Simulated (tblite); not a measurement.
Species: C₂H₁₀N₂O₂Si₂.
SMILES with atom numbers: `[NH2:1][Si@@H:2]1[CH2:3][O:4][CH2:5][Si@@H:6]([OH:7])[NH:8]1` (hydrogens: H9, H10 on N1; H11 on Si2; H12, H13 on C3; H14, H15 on C5; H16 on Si6; H17 on O7; H18 on N8)

Cartesian coordinates in Å at the GFN2-xTB level; atoms count from 1:
```
atom  x, y, z in Å
N1     2.596    0.497   -0.894
Si2    1.427    0.089    0.302
C3     0.697   -1.590   -0.222
O4    -0.244   -1.478   -1.279
C5    -1.482   -0.907   -0.885
Si6   -1.392    0.962   -0.505
O7    -2.705    1.536    0.270
N8     0.030    1.121    0.467
H9     3.030    1.405   -0.884
H10    2.445    0.193   -1.842
H11    2.090    0.084    1.605
H12    0.230   -2.108    0.626
H13    1.477   -2.246   -0.611
H14   -2.151   -1.095   -1.727
H15   -1.881   -1.477   -0.030
H16   -1.401    1.782   -1.713
H17   -2.950    1.222    1.137
H18    0.175    2.016    0.909
```

All values are computed: GFN2-xTB (tblite) harmonic vibrations without scaling, gas phase. This tight-binding method is rough: wavenumbers can miss measured ones by several per cent, in bad cases by 10 to 20. Modes of hydrogen on silicon can be 10 to 20 % off. One conformer, not necessarily the lowest.

Harmonic wavenumbers (cm⁻¹): 53.7, 60.5, 164.8, 171.8, 190.4, 214.5, 239.2, 256.5, 273.9, 289.2, 349.2, 441.8, 464.1, 474.0, 589.1, 620.0, 644.8, 666.6, 686.5, 713.3, 761.0, 774.5, 792.4, 811.3, 832.1, 887.4, 917.9, 949.4, 964.5, 1100.6, 1163.0, 1187.7, 1276.0, 1294.1, 1305.5, 1462.4, 1467.3, 1509.7, 2260.5, 2280.3, 2818.5, 2864.4, 2963.7, 2978.9, 3448.6, 3469.3, 3506.8, 3663.7.

A = 2264, B = 1093, C = 852.6 MHz; mass 150.028 u (most abundant isotopes); point group C1, symmetry number 1.

Problem. Zero-point energy?

Solution. ½Σν̃ = 28638 cm⁻¹ = 81.88 kcal/mol.

Problem. Give the ideal-gas entropy at 273.15 K and 1 bar in the rigid-rotor, harmonic-oscillator model (classical rotation).

Solution. Translation 40.52, rotation 29.15, vibration 29.30: S = 99.0 cal/(mol K).

Problem. And Cp and H(273.15 K) − H(0)?

Solution. Cp = 41.26 cal/(mol K), of which vibrations give 33.31 (their classical limit is 48 R = 95.4); H(273.15 K) − H(0) = 6.63 kcal/mol without the zero-point energy, 4.46 from vibrations.

Problem. Blend soft modes into free rotors: weight 1/[1 + (100 cm⁻¹/ν̃)⁴] for the oscillator and the rest for a rotor with moment μB/(μ + B), μ = h/(8π²ν), B = 10⁻⁴⁴ kg m². What vibrational entropy results?

Solution. 27.43 cal/(mol K) in place of 29.30, which changes −T·S at 273.15 K by +0.51 kcal/mol.

Problem. How do the functions run with temperature in this model?

Solution. 
```tsv
T (K)	S (cal/(mol K))	Cp (cal/(mol K))	H − H(0) (kcal/mol)	G − H(0) (kcal/mol)	ln q(vib)
100	69.8	19.7	1.30	-5.68	1.57
200	87.5	32.6	3.92	-13.58	4.35
300	103.0	44.2	7.78	-23.11	7.34
500	129.8	60.9	18.43	-46.48	13.30
800	161.8	74.9	39.02	-90.44	21.53
1000	179.2	80.9	54.63	-124.58	26.44
```

q(vib) and H(0) count from the zero-point level.

Hindered rotation and anharmonicity are outside this model. Other conformers, if any are populated, would add a mixing term that is left out. The structure is chiral; the term R ln 2 for an equal mix with its mirror image is left out.
